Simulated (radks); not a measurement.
Gd43+, 21 electrons, occupied as [Ar] 3d3. All-electron calculation, scalar-relativistic Kohn-Sham, PBE, spin-unpolarised, spherical densities, point nucleus. Program: a radial shooting solver on a logarithmic mesh with Libxc functionals.

Unscreened Slater integrals over Kohn-Sham orbitals (eV).

integral    value
F0(3d,3d)  122.65
F2(3d,3d)  63.322
F4(3d,3d)  40.943
F0(3d,3p)  113.61
F2(3d,3p)  54.620
G1(3d,3p)  58.136
G3(3d,3p)  38.961
F0(3d,3s)  112.21
G2(3d,3s)  44.291
F0(3d,2p)  155.48
F2(3d,2p)  46.878
G1(3d,2p)  43.806
G3(3d,2p)  25.249
F0(3p,3p)  108.35
F2(3p,3p)  54.388
F0(3p,3s)  107.04
G1(3p,3s)  69.544
F0(3p,2p)  143.69
F2(3p,2p)  36.180
G0(3p,2p)  14.411
G2(3p,2p)  15.868
F0(3s,3s)  106.04
F0(3s,2p)  139.03
G1(3s,2p)  14.164
F0(2p,2p)  303.45
F2(2p,2p)  143.80

Derived for the open shells (J is the average intra-shell exchange parameter used in DFT+U). 3d: Racah B = F2/49 - 5 F4/441 = 0.8281 eV, C = 35 F4/441 = 3.249 eV, C/B = 3.92, F4/F2 = 0.647, J = (F2 + F4)/14 = 7.447 eV.
